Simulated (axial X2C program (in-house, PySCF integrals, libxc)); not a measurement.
**Worked dissociation energy of VGe: BHandHLYP, scalar-relativistic**

All values were computed with an in-house relativistic program for diatomic molecules. Spin-free means the one-electron spin-free X2C Hamiltonian. Basis: Ge dyall-cv3z [9s9p7d4f1g], V dyall-cv3z [10s10p6d4f2g] (cores contracted in-house); Gaussian nuclei, density fitting, unrestricted open shells. Masses: Ge 73.921 u, V 50.944 u.

Molecular state: M_S = 5/2, Λ = 0 (beyond evenly filled blocks: σα, π+α, π-α, δ+α, δ-α).

```
E(Ge) (2M_S = 2, M_L = 0) : -2098.759043 hartree
E(V) (2M_S = 3, M_L = 2)  : -949.184745 hartree
E(VGe) at Re              : -3047.990663 hartree
ωe                        : 258.1 cm⁻¹
ωexe                      : 1.15 cm⁻¹
```

Problem. Work out De and D0.

Solution. De = -2098.759043 + (-949.184745) − (-3047.990663) = 0.04688 hartree = 1.276 eV. The zero-point energy is ωe/2 − ωexe/4 = 129 cm⁻¹ = 0.016 eV, so D0 = 1.260 eV.

Occupations by symmetry block were frozen at the best pattern of an incomplete PBE0 search. Dissociation energies refer to the lowest single-determinant-based atoms at the same level and basis. PBE0 can misorder states that lie within some tenths of an eV, so this need not be the ground state of the molecule. The nearest other spin-free determinant of the search, M_S = 7/2, Λ = 1, lies 0.47 eV up at the distance of the search. Without a current term, density functionals place determinants with orbital angular momentum somewhat too high. Spin-free De lacks the spin–orbit lowering of the heavy p-block atom, a tenth of an eV or more for 4p and 5p, up to an eV for 6p and one to two eV for 7p atoms, less what an open-shell molecule gains itself.

Each atomic determinant is the lowest at this level and need not be a pure term. Totals compare only within one Hamiltonian and basis.
